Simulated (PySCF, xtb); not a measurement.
C₃S₂, SMILES S=C=C=C=S.

GFN2-xTB run with xtb at its own geometry gives an orbital gap of 2.24 eV and a dipole moment of 0.01 D.

Geometry: PBE0-D3(BJ)/def2-SVP.

Problem. What does HF/def2-TZVP in PySCF give? (Estimate from the structure and the level; the computed values follow.)

Solution. gap 9.19 eV (levels -9.20 and 0.00 eV), dipole 0.00 D.
